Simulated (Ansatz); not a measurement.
Basis-set extrapolation for C₂H₆AlFO, SMILES `[CH3][Al]([F])[CH2]O` (PBE0-D4/def2-TZVP geometry, frozen core, the Gaussian-basis code of Ansatz). Multiplicity 1, RHF reference.

```
                      def2-TZVPP   def2-QZVPP
                 HF  -495.635655  -495.655256
    MP2 correlation    -0.921153    -0.994152
CCSD(T) correlation    -0.986179      not run
```

Energies in hartree. Use E(X) = E(∞) + A·exp(−7.88·√X) for Hartree–Fock and E(X) = E(∞) + B·X^(−2.97) for correlation, with X = 3 and 4, and add CCSD(T) minus MP2 of the smaller set to the MP2 limit.

What is the CCSD(T) energy at the basis-set limit?

HF limit: -495.655256 + (-0.019601) × 0.13774 = -495.65796. MP2 limit: -0.994152 + (-0.072999) × 0.74074 = -1.04823. Higher-order term: -0.986179 − (-0.921153) = -0.06503. Total: -496.77122 hartree, 93.7 kcal/mol below CCSD(T)/def2-TZVPP.
